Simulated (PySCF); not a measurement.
Zr(Cl)(OH)3 (ClH3O3Zr), SMILES [OH][Zr]([OH])([OH])[Cl], multiplicity 1.

Geometry optimised at B3LYP-D3(BJ)/def2-SVP. The spin state was assumed, not searched. The structure was generated by enumeration; whether it is a known compound was not checked. The def2 effective core potentials stand for the cores of Zr; spin–orbit coupling is left out. One conformer was computed; it need not be the lowest.

These are TDDFT-PBE/def2-SVPD (PySCF 2.14.0) values and carry that method's errors.

Vertical excitations; the highest root listed may be one member of a degenerate set.  State labels are in the subgroup Cs.

Computed lowest excited states:
```json
[
 {"state": "S1", "symmetry": "A\"", "energy (eV)": "5.93", "λ (nm)": "209", "f": "0.000", "main pairs": "HOMO→LUMO 50 %, HOMO−1→LUMO+1 50 %"},
 {"state": "S2", "symmetry": "A'", "energy (eV)": "6.01", "λ (nm)": "206", "f": "0.003", "main pairs": "HOMO→LUMO+1, HOMO−1→LUMO (degenerate set)"},
 {"state": "S3", "symmetry": "A\"", "energy (eV)": "6.01", "λ (nm)": "206", "f": "0.003", "main pairs": "HOMO−1→LUMO+1, HOMO→LUMO (degenerate set)"},
 {"state": "S4", "symmetry": "A\"", "energy (eV)": "6.24", "λ (nm)": "199", "f": "0.005", "main pairs": "HOMO−1→LUMO+2 (degenerate set)"},
 {"state": "S5", "symmetry": "A'", "energy (eV)": "6.25", "λ (nm)": "199", "f": "0.005", "main pairs": "HOMO→LUMO+2 (degenerate set)"},
 {"state": "S6", "symmetry": "A\"", "energy (eV)": "6.32", "λ (nm)": "196", "f": "0.005", "main pairs": "HOMO−2→LUMO+1 (degenerate set)"},
 {"state": "S7", "symmetry": "A'", "energy (eV)": "6.32", "λ (nm)": "196", "f": "0.005", "main pairs": "HOMO−2→LUMO (degenerate set)"},
 {"state": "S8", "symmetry": "A'", "energy (eV)": "6.39", "λ (nm)": "194", "f": "0.074", "main pairs": "HOMO−1→LUMO 36 %, HOMO→LUMO+1 36 %, HOMO−3→LUMO+3 7 %, HOMO→LUMO+5 7 %"},
 {"state": "S9", "symmetry": "A'", "energy (eV)": "6.56", "λ (nm)": "189", "f": "0.000", "main pairs": "HOMO→LUMO+3 (degenerate set)"},
 {"state": "S10", "symmetry": "A\"", "energy (eV)": "6.56", "λ (nm)": "189", "f": "0.000", "main pairs": "HOMO−1→LUMO+3 (degenerate set)"},
 {"state": "T1", "symmetry": "A'", "energy (eV)": "5.70", "λ (nm)": "218", "f": "0", "main pairs": "HOMO−1→LUMO 49 %, HOMO→LUMO+1 49 %"},
 {"state": "T2", "symmetry": "A'", "energy (eV)": "5.79", "λ (nm)": "214", "f": "0", "main pairs": "HOMO→LUMO+1, HOMO−1→LUMO (degenerate set)"},
 {"state": "T3", "symmetry": "A\"", "energy (eV)": "5.79", "λ (nm)": "214", "f": "0", "main pairs": "HOMO−1→LUMO+1, HOMO→LUMO (degenerate set)"},
 {"state": "T4", "symmetry": "A\"", "energy (eV)": "5.91", "λ (nm)": "210", "f": "0", "main pairs": "HOMO→LUMO 50 %, HOMO−1→LUMO+1 50 %"}
]
```
Triplets are in the Tamm–Dancoff approximation, which puts them higher than full response would, so one can lie above its singlet here.
